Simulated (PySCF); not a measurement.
C$_{2}$HO$_{2}$ (SMILES O=[C-]C=O), charge -1, singlet, at a GFN2-xTB geometry (in this run its highest filled SCF level lies above zero, so its values depend strongly on the basis, on diffuse functions most of all); X3LYP/6-31G run with PySCF.

PySCF was given this input:
```python
from pyscf import gto, scf, dft

mol = gto.M(
    atom='''
C     0.31713830    0.54782505   -0.19540831
C    -0.03599745   -0.70869134    0.06198081
O     0.81236598    1.62949696    0.08359265
O    -1.13968581   -1.34581562    0.02327185
H     0.93171368   -1.30425298   -0.05435090
''',
    basis='6-31g',
    charge=-1,
    verbose=4,
)

mf = dft.RKS(mol)
mf.xc = 'x3lyp'
mf.kernel()
```

The log (banner, timings and long lists left out):

```
PySCF version 2.14.0

[INPUT] verbose = 4
[INPUT] num. atoms = 5
[INPUT] num. electrons = 30
[INPUT] charge = -1
[INPUT] spin (= nelec alpha-beta = 2S) = 0
[INPUT] symmetry False subgroup None
[INPUT] Mole.unit = angstrom
[INPUT] Symbol           X                Y                Z      unit          X                Y                Z       unit  Magmom
[INPUT]  1 C      0.317138300000   0.547825050000  -0.195408310000 AA    0.599304530610   1.035239308676  -0.369268188364 Bohr   0.0
[INPUT]  2 C     -0.035997450000  -0.708691340000   0.061980810000 AA   -0.068025321683  -1.339232539451   0.117126755879 Bohr   0.0
[INPUT]  3 O      0.812365980000   1.629496960000   0.083592650000 AA    1.535149215114   3.079302975211   0.157967214527 Bohr   0.0
[INPUT]  4 O     -1.139685810000  -1.345815620000   0.023271850000 AA   -2.153694048953  -2.543222935962   0.043977422912 Bohr   0.0
[INPUT]  5 H      0.931713680000  -1.304252980000  -0.054350900000 AA    1.760683681711  -2.464680929348  -0.102708315624 Bohr   0.0

nuclear repulsion = 93.2289839200228
number of shells = 22
number of NR pGTOs = 92
number of NR cGTOs = 38
basis = 6-31g
ecp = {}

******** <class 'pyscf.dft.rks.RKS'> ********
method = RKS
initial guess = minao
damping factor = 0
level_shift factor = 0
DIIS = <class 'pyscf.scf.diis.CDIIS'>
diis_start_cycle = 1
diis_space = 8
diis_damp = 0
SCF conv_tol = 1e-09
SCF conv_tol_grad = None
SCF max_cycles = 50
direct_scf = True
direct_scf_tol = 1e-13
XC library pyscf.dft.libxc version 7.1.2
    S. Lehtola, C. Steigemann, M. J. T. Oliveira, and M. A. L. Marques,  SoftwareX 7, 1–5 (2018)
XC functionals = x3lyp
    X. Xu and W. A. Goddard,  Proc. Natl. Acad. Sci. U. S. A. 101, 2673 (2004)
radial grids:
    Treutler-Ahlrichs [JCP 102, 346 (1995); DOI:10.1063/1.469408] (M4) radial grids

becke partition: Becke, JCP 88, 2547 (1988); DOI:10.1063/1.454033
pruning grids: <function nwchem_prune>
grids dens level: 3
symmetrized grids: False
atomic radii adjust function: <function treutler_atomic_radii_adjust>
small_rho_cutoff = 0
Set gradient conv threshold to 3.16228e-05
Initial guess from minao.
tot grids = 66208
init E= -227.586051568069
  HOMO = -0.219409559284808  LUMO = -0.101583937633037  gap/eV = 3.20620
cycle= 1 E= -226.763299357435  delta_E= 0.823  |g|= 1.13  |ddm|= 2.67
  HOMO = 0.186967367982646  LUMO = 0.225639873667765  gap/eV = 1.05233
cycle= 2 E= -223.98338790592  delta_E= 2.78  |g|= 3.24  |ddm|= 6.24
  HOMO = 0.112848214363444  LUMO = 0.249147082685191  gap/eV = 3.70888
cycle= 3 E= -226.799812495057  delta_E= -2.82  |g|= 0.991  |ddm|= 5.77
  HOMO = 0.0862783985013864  LUMO = 0.189133374307463  gap/eV = 2.79883
cycle= 4 E= -227.009852356331  delta_E= -0.21  |g|= 0.313  |ddm|= 1.36
  HOMO = 0.0582699943519773  LUMO = 0.176181865075614  gap/eV = 3.20855
cycle= 5 E= -227.029718838627  delta_E= -0.0199  |g|= 0.0781  |ddm|= 0.414
  HOMO = 0.0690611421645857  LUMO = 0.189464650120394  gap/eV = 3.27635
cycle= 6 E= -227.031217922106  delta_E= -0.0015  |g|= 0.0229  |ddm|= 0.114
  HOMO = 0.0686516279021707  LUMO = 0.191459301865329  gap/eV = 3.34177
cycle= 7 E= -227.031361245348  delta_E= -0.000143  |g|= 0.00863  |ddm|= 0.0394
  HOMO = 0.0677080707549362  LUMO = 0.190506741185937  gap/eV = 3.34152
cycle= 8 E= -227.031380168544  delta_E= -1.89e-05  |g|= 0.00197  |ddm|= 0.012
  HOMO = 0.0677443135803379  LUMO = 0.190609915304399  gap/eV = 3.34334
cycle= 9 E= -227.031381292447  delta_E= -1.12e-06  |g|= 0.000286  |ddm|= 0.00315
  HOMO = 0.0677330257647706  LUMO = 0.190612068784209  gap/eV = 3.34371
cycle= 10 E= -227.031381341905  delta_E= -4.95e-08  |g|= 9.53e-05  |ddm|= 0.00109
  HOMO = 0.0677326506986162  LUMO = 0.190617374146671  gap/eV = 3.34386
cycle= 11 E= -227.031381349562  delta_E= -7.66e-09  |g|= 1.95e-05  |ddm|= 0.00044
  HOMO = 0.0677312605279459  LUMO = 0.190617264082377  gap/eV = 3.34390
cycle= 12 E= -227.031381350704  delta_E= -1.14e-09  |g|= 1.93e-06  |ddm|= 0.000269
  HOMO = 0.067731075018084  LUMO = 0.190617187660605  gap/eV = 3.34390
cycle= 13 E= -227.031381350709  delta_E= -4.95e-12  |g|= 1.07e-06  |ddm|= 1.57e-05
  HOMO = 0.0677311135599419  LUMO = 0.190617010128959  gap/eV = 3.34390
Extra cycle  E= -227.031381350707  delta_E= 1.99e-12  |g|= 2.42e-06  |ddm|= 4.83e-06
converged SCF energy = -227.031381350707
```
